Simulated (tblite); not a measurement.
Compound: C4H6BF2S (doublet state).
Numbering: `[F:1][B:2]([F:3])[C@H:4]1[CH2:5][CH2:6][CH:7][S:8]1` (hydrogens: H9 on C4; H10, H11 on C5; H12, H13 on C6; H14 on C7)

Computed with GFN2-xTB (tblite), gas phase: L-BFGS steps from a force-field or distance-geometry start until the largest atomic force falls under 0.01 eV/Å.

Step 68: E = -696.7374 eV
```
atom  x, y, z in Å  |  force x, y, z in eV/Å
F1      3.0649    1.4494   -0.1357   -0.020  -0.030   0.010
B2      2.2244    0.4622    0.1035   -0.034  -0.021  -0.006
F3      2.7520   -0.5545    0.7546   -0.042   0.008   0.007
C4      0.7076    0.5240   -0.3335    0.002   0.019  -0.010
C5     -0.0543   -0.7961   -0.4533    0.055   0.001  -0.025
C6     -1.5341   -0.5083   -0.1825    0.045  -0.010   0.006
C7     -1.5227    0.3986    0.9892   -0.031   0.040   0.043
S8     -0.1941    1.4724    1.0090   -0.005   0.019   0.012
H9      0.5714    1.1426   -1.2248   -0.042  -0.021  -0.009
H10     0.3221   -1.4977    0.2928   -0.017   0.011   0.048
H11     0.1017   -1.2361   -1.4361    0.015   0.022  -0.087
H12    -2.0822   -1.4274    0.0316   -0.033   0.021  -0.003
H13    -1.9994   -0.0364   -1.0637    0.055  -0.037   0.048
H14    -2.3580    0.6070    1.6269    0.051  -0.024  -0.035
```

Step 69: E = -696.7387 eV
```
atom  x, y, z in Å  |  force x, y, z in eV/Å
F1      3.0657    1.4495   -0.1312   -0.033  -0.041   0.010
B2      2.2220    0.4641    0.1063   -0.029  -0.027  -0.005
F3      2.7433   -0.5497    0.7681   -0.043   0.020  -0.002
C4      0.7072    0.5232   -0.3385    0.016   0.016  -0.008
C5     -0.0530   -0.7983   -0.4572    0.024   0.007  -0.019
C6     -1.5327   -0.5094   -0.1821    0.010  -0.008   0.020
C7     -1.5213    0.3997    0.9883    0.007   0.056   0.045
S8     -0.1932    1.4745    1.0048   -0.006  -0.001  -0.012
H9      0.5701    1.1384   -1.2319   -0.035  -0.013   0.003
H10     0.3256   -1.5009    0.2880   -0.023   0.022   0.012
H11     0.0968   -1.2336   -1.4445    0.023   0.022  -0.031
H12    -2.0860   -1.4257    0.0333   -0.003   0.024  -0.006
H13    -1.9973   -0.0376   -1.0637    0.051  -0.031   0.048
H14    -2.3478    0.6055    1.6382    0.040  -0.047  -0.055
```

Question: Estimate the geometry and energy of step 70. (The exact step hangs on the optimiser's Hessian estimate; all steps are aligned on step 69, rigid shifts and turns removed.)

Answer: E = -696.7397 eV, largest force 0.074 eV/Å
```
atom  x, y, z in Å  |  force x, y, z in eV/Å
F1      3.0671    1.4460   -0.1274   -0.037  -0.040   0.008
B2      2.2188    0.4648    0.1107   -0.014  -0.030  -0.002
F3      2.7322   -0.5441    0.7867   -0.049   0.025  -0.009
C4      0.7073    0.5233   -0.3441    0.015   0.008  -0.004
C5     -0.0519   -0.7990   -0.4634   -0.008   0.006  -0.012
C6     -1.5306   -0.5117   -0.1787   -0.012  -0.003   0.025
C7     -1.5176    0.3997    0.9905    0.048   0.047   0.023
S8     -0.1926    1.4789    0.9978   -0.010  -0.018  -0.026
H9      0.5715    1.1356   -1.2394   -0.026  -0.003   0.008
H10     0.3304   -1.5044    0.2782   -0.019   0.027  -0.021
H11     0.0885   -1.2271   -1.4566    0.036   0.021   0.026
H12    -2.0856   -1.4272    0.0376    0.019   0.026   0.002
H13    -1.9979   -0.0408   -1.0583    0.036  -0.015   0.030
H14    -2.3402    0.6057    1.6442    0.020  -0.053  -0.048
```

The energy changes by -0.0010 eV. The first-order estimate −F·Δx gives -0.0014 eV and the mean of the old and new forces, exact on a quadratic surface, -0.0010 eV. The step makes an angle of 77° with the force vector and moves no atom by more than 0.022 Å.

The cost below is that of the whole relaxation. Hardware: an Arm Neoverse V1 with one thread, on a shared host. Cost: 0.55 s of wall time.
